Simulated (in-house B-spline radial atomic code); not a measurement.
**RPA and G0W0 on wB97X: neutral gold**

Configuration [Xe] 4f14 5d10 6s1, highest spin, mean-field start wB97X. Computed with a B-spline radial code for spherical atoms: all electrons, scalar-relativistic (spin-free one-electron X2C), finite nucleus, each spin shell either full or empty, empty states to l = 9 with an (l + 1/2)⁻⁴ tail; G0W0 by contour deformation at full frequency.

Without the two-electron picture change, the correlation of inner shells comes somewhat too large for so heavy an element.

RPA overbinds a lone outer s electron by self-correlation, and G0W0 tends to as well.

Command:
```bash
python run_gw.py task.json out
```
Settings (radii: box in bohr, nucleus in fm):
```
Z                        79
electrons                79
configuration            [Xe] 4f14 5d10 6s1
hamiltonian              x2c
method                   wb97x
lmax                     9
rms_radius               5.4371
spin_polarised           True
box_radius               40
intervals                72
ion_configuration        [Xe] 4f14 5d10
```

Run time, properties included: 30 s on 1 thread of Arm Neoverse N1 (shared host).

Energies (hartree):

```csv
term,value
mean-field total,-19015.76805
Hartree-Fock functional on these orbitals,-19008.93704
direct second order,-7.9637
second-order exchange,1.9689
SOSEX correction,1.8462
```

**Question.** What is the RPA correlation energy, and what remains with SOSEX?

**Answer.** RPA gives -6.9498 hartree (-2.39 eV per electron); RPA + SOSEX gives -5.1036, and the second-order doubles -5.9947 hartree (no singles). SOSEX takes back 27 % of the RPA value.

Quasi-particle levels (eV):

```csv
level,occupied,mean field,Σx - vxc,Σc,QP weight,G0W0
6s up,yes,-8.482,0.25,?,?,?
5d down,yes,-10.733,-1.62,0.19,0.900,-12.163
5d up,yes,-10.927,-1.93,0.34,0.894,-12.521
6s down,no,-2.099,2.05,-2.12,0.945,-2.166
```

G0W0 = mean field + (Σx - vxc) + Σc, with Σc (partial-wave tail included) taken at the quasi-particle energy. Only the outer levels were computed. Levels of low weight are left out.

**Question.** Where does G0W0 put 6s up?

**Answer.** At -9.637 eV, with Σc = -1.41 eV and a quasi-particle weight of 0.944. The tabulated removal energy is 9.226 eV (NIST, measured); the calculation leaves out spin-orbit coupling, Breit and QED terms, and what these don't explain is the method's own error.

**Question.** What does it cost to remove one electron (to [Xe] 4f14 5d10) by differences of total energies, each species on its own start (correlation terms add to the Hartree-Fock functional)?

**Answer.** wB97X 8.860 eV, Hartree-Fock functional 7.569 eV, + RPA 9.327 eV, + RPA + SOSEX 8.795 eV, + second order 9.906 eV. Tabulated: 9.226 eV (NIST, measured); the calculation leaves out spin-orbit coupling, Breit and QED terms, and what these don't explain is the method's own error.
